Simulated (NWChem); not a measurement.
# C₂H₆B cation

```xyz
9

C      0.0000     0.0000     1.4827
B      0.0000     0.0000     0.0000
C      0.0000     0.0000    -1.4827
H     -0.7883     0.6643     1.8729
H     -0.1811    -1.0148     1.8729
H      0.9694     0.3505     1.8729
H      0.3505     0.9694    -1.8729
H     -1.0148    -0.1811    -1.8729
H      0.6643    -0.7883    -1.8729
```
Atoms are numbered in this order, from 1.

Coordinates come from a B3LYP/6-31G* (spherical d) optimisation.

 Unshifted, non-relativistic core excitations; the lowest 4 roots alone, so stronger bands may lie above.

Q: List the first B K-edge excitations from PBE/6-311G** (spherical d), restricted-window TDA (NWChem).

A: 
```csv
state,energy (eV),dipole oscillator strength,leading excitation (squared amplitude)
S1,177.6,0.0622,1s of atom 2 or its equivalents → LUMO (1.00)
S2,177.6,0.0622,1s of atom 2 or its equivalents → LUMO+1 (1.00)
S3,180.9,0.0000,1s of atom 2 or its equivalents → LUMO+2 (1.00)
S4,182.4,0.0000,1s of atom 2 or its equivalents → LUMO+3 (1.00)
```
